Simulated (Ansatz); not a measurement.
The cluster Cu₂I. Charge 0, multiplicity 2. Geometry r2SCAN-D4/def2-TZVP, basis def2-TZVP, Ansatz.

```xyz
3

Cu   -0.896    1.348   -1.664
Cu    0.351   -1.536    1.704
I     0.546    0.188   -0.041
```

| run | HOMO (eV) | LUMO (eV) |
| --- | --- | --- |
| A | -4.21 | -3.65 |
| B | -4.49 | -2.19 |
| C | -4.06 | -3.08 |
| D | -4.38 | -2.80 |
| E | -4.29 | -3.44 |

In the def2 sets I takes a core potential; there is no spin–orbit coupling. HSE06 is defined as in plane-wave codes, on full-range PBE exchange. Another isomer (doublet) lies 0.58 eV lower at PBE0-D4/def2-TZVP; other spin states weren't run for this one.

HOMO and LUMO are taken over both spins.

Question: The runs used BHLYP, HSE06, PBE, PBE0, r2SCAN. Estimate which is which.

Answer: A PBE (0 % exact exchange); B BHLYP (50 % exact exchange); C HSE06 (range-separated); D PBE0 (25 % exact exchange); E r2SCAN (0 % exact exchange). Exact exchange lowers occupied and raises empty levels; among semilocal functionals meta-GGAs tend to open the gap a little, and such runs are hard to tell apart. The gap grows from 0.56 eV (PBE) to 2.30 eV (BHLYP).
